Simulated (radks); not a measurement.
The lithium ion Li2+, 1s1. Method: non-relativistic Kohn-Sham, exchange-only LDA, spin-polarised, spherical densities, point nucleus; computed with a radial shooting solver on a logarithmic mesh with Libxc functionals. Every spin shell is full or empty, so the densities are truly spherical. Functionals are evaluated on that one density, not self-consistently. Rank these orbital-free kinetic functionals by their error against the exact value of the orbitals, and give that value: Thomas-Fermi, TF + vW/9, TF + vW/5, LC94, APBEK, revAPBEK, Thakkar, DePristo-Kress.

Answer. Exact: 4.36812 hartree. From best to worst, with 100 (|E| - |E exact|)/|E exact| (equal figures are ties): APBEK +1.98, LC94 +2.13, Thakkar +2.33, TF + vW/9 +2.62, DePristo-Kress +2.77, revAPBEK +2.87, Thomas-Fermi -8.49, TF + vW/5 +11.51.
